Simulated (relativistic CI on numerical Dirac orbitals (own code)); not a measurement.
# Energy levels of Tm⁵⁰⁺

These numbers are calculated, not measured: Dirac-Coulomb-Breit CI, orbitals from a KLI potential per configuration, a model potential for QED, unscaled Slater integrals (own radial code, finite nucleus).

CI space (outside the closed core [Ne]): 3s2.3p6.3d, 3s2.3p5.3d2, 3s.3p6.3d2, 3s2.3p6.4s, 3s2.3p6.4p, 3s2.3p6.4d, 3s2.3p5.3d.4s, 3s2.3p6.4f, 3s2.3p5.3d.4p, 3p6.3d3, 3p5.3d4, 3p5.3d3.4s. Double excitations out of closed p, d and f shells are left out; levels of such configurations are missing from the list, as are those of other unlisted configurations, and high levels can miss mixing partners. These lack a partner that the ground configuration has and come out too high: 3s2.3p5.3d.4p.

The lowest level is 3s2.3p6.3d 2D_3/2, with 100 % of that term; Hund's rules for 3s2.3p6.3d give 2D with J = 3/2, in agreement.

```csv
No.,Configuration,Term,J,E (Ry),%,Next component (%),Landé g,jj configuration (%)
1,3s2.3p6.3d,2D,3/2,0.0000,100,,0.789,3d3/2 (100)
2,3s2.3p6.3d,2D,5/2,4.0861,100,,1.190,3d5/2 (100)
3,3s2.3p5.3d2,4D°,3/2,16.9193,42,25 4F°,0.962,3p3/2^3 3d3/2^2 (98)
4,3s2.3p5.3d2,4D°,1/2,16.9797,85,14 2P°,0.117,3p3/2^3 3d3/2^2 (92)
5,3s2.3p5.3d2,4F°,5/2,17.3956,35,22 2D°,1.007,3p3/2^3 3d3/2^2 (96)
6,3s2.3p5.3d2,2G°,7/2,17.6021,34,32 4G°,1.010,3p3/2^3 3d3/2^2 (99)
7,3s2.3p5.3d2,2P°,3/2,19.0680,28,26 4P°,1.338,3p3/2^3 3d3/2^2 (95)
8,3s2.3p5.3d2,4D°,5/2,20.6273,50,21 2F°,1.257,3p3/2^3 3d3/2 3d5/2 (99)
9,3s2.3p5.3d2,4G°,9/2,20.9568,71,18 2G°,1.167,3p3/2^3 3d3/2 3d5/2 (100)
10,3s2.3p5.3d2,4F°,7/2,21.1325,45,34 4D°,1.251,3p3/2^3 3d3/2 3d5/2 (96)
11,3s2.3p5.3d2,4D°,3/2,21.3983,45,34 2D°,1.077,3p3/2^3 3d3/2 3d5/2 (95)
12,3s2.3p5.3d2,4P°,5/2,21.5448,43,30 2F°,1.232,3p3/2^3 3d3/2 3d5/2 (98)
13,3s2.3p5.3d2,2H°,11/2,21.6871,64,36 4G°,1.147,3p3/2^3 3d3/2 3d5/2 (97)
14,3s2.3p5.3d2,2G°,7/2,21.7876,42,32 2F°,1.085,3p3/2^3 3d3/2 3d5/2 (99)
15,3s2.3p5.3d2,4P°,1/2,22.2278,33,30 2S°,1.632,3p3/2^3 3d3/2 3d5/2 (98)
16,3s2.3p5.3d2,2F°,7/2,22.5154,39,28 4D°,1.148,3p3/2^3 3d3/2 3d5/2 (97)
17,3s2.3p5.3d2,4D°,5/2,22.6566,47,39 2D°,1.240,3p3/2^3 3d3/2 3d5/2 (99)
18,3s2.3p5.3d2,2G°,9/2,22.8638,58,23 4F°,1.115,3p3/2^3 3d3/2 3d5/2 (96)
19,3s2.3p5.3d2,4S°,3/2,22.8682,33,31 2D°,1.410,3p3/2^3 3d3/2 3d5/2 (98)
20,3s2.3p5.3d2,2D°,3/2,24.0762,41,28 4F°,0.860,3p3/2^3 3d3/2 3d5/2 (92)
21,3s2.3p5.3d2,2F°,5/2,24.6599,79,10 2D°,0.862,3p3/2^3 3d3/2 3d5/2 (93)
22,3s2.3p5.3d2,4G°,11/2,25.1050,64,36 2H°,1.196,3p3/2^3 3d5/2^2 (97)
23,3s2.3p5.3d2,2P°,1/2,25.1327,72,20 4D°,0.668,3p3/2^3 3d3/2 3d5/2 (85)
24,3s2.3p5.3d2,2D°,5/2,25.5772,49,22 2F°,1.199,3p3/2^3 3d5/2^2 (98)
25,3s2.3p5.3d2,2G°,9/2,25.8391,46,42 4F°,1.172,3p3/2^3 3d5/2^2 (96)
26,3s2.3p5.3d2,2F°,7/2,26.0113,51,39 4D°,1.225,3p3/2^3 3d5/2^2 (98)
27,3s2.3p5.3d2,2P°,1/2,26.5209,56,29 2S°,1.142,3p3/2^3 3d5/2^2 (95)
28,3s2.3p5.3d2,2F°,7/2,27.6108,40,29 4D°,1.143,3p3/2^3 3d5/2^2 (93)
29,3s2.3p5.3d2,2P°,3/2,28.1400,53,27 2D°,1.265,3p3/2^3 3d5/2^2 (98)
30,3s2.3p5.3d2,2D°,5/2,28.7431,50,18 4D°,1.166,3p3/2^3 3d5/2^2 (90)
31,3s2.3p5.3d2,2P°,3/2,28.9696,56,13 4D°,1.326,3p3/2^3 3d5/2^2 (92)
32,3s2.3p5.3d2,4G°,5/2,35.4766,47,43 2F°,0.746,3p1/2 3p3/2^4 3d3/2^2 (98)
33,3s2.3p5.3d2,2P°,1/2,38.3860,54,33 4D°,0.642,3p1/2 3p3/2^4 3d3/2^2 (95)
34,3s2.3p5.3d2,2D°,3/2,38.6871,63,25 4F°,0.745,3p1/2 3p3/2^4 3d3/2^2 (88)
35,3s2.3p5.3d2,4G°,7/2,38.9975,48,23 2G°,1.010,3p1/2 3p3/2^4 3d3/2 3d5/2 (100)
36,3s2.3p5.3d2,2D°,5/2,39.2040,28,21 4F°,1.054,3p1/2 3p3/2^4 3d3/2 3d5/2 (99)
37,3s2.3p5.3d2,4D°,3/2,39.6491,39,28 2D°,1.179,3p1/2 3p3/2^4 3d3/2 3d5/2 (92)
38,3s2.3p5.3d2,4P°,1/2,39.7772,45,28 4D°,1.734,3p1/2 3p3/2^4 3d3/2 3d5/2 (99)
39,3s2.3p5.3d2,2H°,9/2,39.9400,47,35 2G°,1.027,3p1/2 3p3/2^4 3d3/2 3d5/2 (98)
40,3s2.3p5.3d2,2F°,7/2,41.9369,55,23 4D°,1.165,3p1/2 3p3/2^4 3d3/2 3d5/2 (88)
41,3s2.3p5.3d2,2D°,5/2,42.0018,46,20 4D°,1.139,3p1/2 3p3/2^4 3d3/2 3d5/2 (96)
42,3s2.3p5.3d2,2P°,3/2,42.5642,51,18 4D°,1.295,3p1/2 3p3/2^4 3d3/2 3d5/2 (96)
43,3s2.3p5.3d2,2F°,7/2,43.3140,35,25 4D°,1.157,3p1/2 3p3/2^4 3d5/2^2 (89)
44,3s2.3p5.3d2,2G°,9/2,43.7546,42,23 2H°,1.102,3p1/2 3p3/2^4 3d5/2^2 (98)
45,3s2.3p5.3d2,2P°,3/2,43.9382,31,25 2D°,1.364,3p1/2 3p3/2^4 3d5/2^2 (99)
```

Energies count from the lowest computed level; ° marks odd parity. Filled j subshells are mostly left out of the jj labels.

The mean weight of the leading LS term, summed over parents, in these 45 levels is 51 %, and that of the leading jj configuration (from the same eigenvectors) 96 %, so jj coupling describes them better and the LS labels are nominal.

At this charge energies of transitions that change n are usually good to better than 1 %, and those within a shell (Δn = 0) to a few per cent.

LS names give the leading component of a level, which can be under half, so a name can repeat, a term be missing and a line seem to break the LS rules.
